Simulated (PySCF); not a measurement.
**Vibration and rotation of CaSe⁺**

UHF-CCSD(T) constants of CaSe⁺, ²Π (doublet), unpaired electrons π ↑ (Ca def2-SVP, Se def2-SVP; no relativity (PySCF 2.14); masses 39.9626 and 79.9165 u):

```
ωe              : 285.2 cm⁻¹
ωexe            : 0.839 cm⁻¹
Be              : 0.089695 cm⁻¹
αe              : 0.000365 cm⁻¹
D (centrifugal) : 3.55e-08 cm⁻¹
De to Ca⁺ + Se  : 1.93 eV
```

(1) Give the vibrational terms G(v) and spacings up to v = 6.

(2) How well does the Morse estimate ωe²/(4ωexe) reproduce De, and what is D0?

Correlated steps freeze 14 core orbitals. Correlated levels converge slowly with the basis: in double zeta they bind strong bonds too weakly, by up to about 1 eV, and carry superposition errors of some tenths. Spin–orbit coupling is left out. For an ion De counts to the pair picked by the measured ionisation energies or electron affinities, which need not be the lowest pair at this level. The state was picked by a PBE0 search and need not be the measured ground state.

Answers

(1) G(v) = ωe(v+½) − ωexe(v+½)².

```json
{"v": "0", "G(v) (cm⁻¹)": "142.4", "G(v) − G(v−1)": "", "Bv (cm⁻¹)": "0.08951"}
{"v": "1", "G(v) (cm⁻¹)": "425.9", "G(v) − G(v−1)": "283.5", "Bv (cm⁻¹)": "0.08915"}
{"v": "2", "G(v) (cm⁻¹)": "707.8", "G(v) − G(v−1)": "281.8", "Bv (cm⁻¹)": "0.08878"}
{"v": "3", "G(v) (cm⁻¹)": "987.9", "G(v) − G(v−1)": "280.2", "Bv (cm⁻¹)": "0.08842"}
{"v": "4", "G(v) (cm⁻¹)": "1266.4", "G(v) − G(v−1)": "278.5", "Bv (cm⁻¹)": "0.08805"}
{"v": "5", "G(v) (cm⁻¹)": "1543.2", "G(v) − G(v−1)": "276.8", "Bv (cm⁻¹)": "0.08769"}
{"v": "6", "G(v) (cm⁻¹)": "1818.4", "G(v) − G(v−1)": "275.1", "Bv (cm⁻¹)": "0.08732"}
```

(2) It gives 3.00 eV, 156 % of the computed De. D0 = De − G(0) = 1.93 − 0.02 = 1.91 eV.
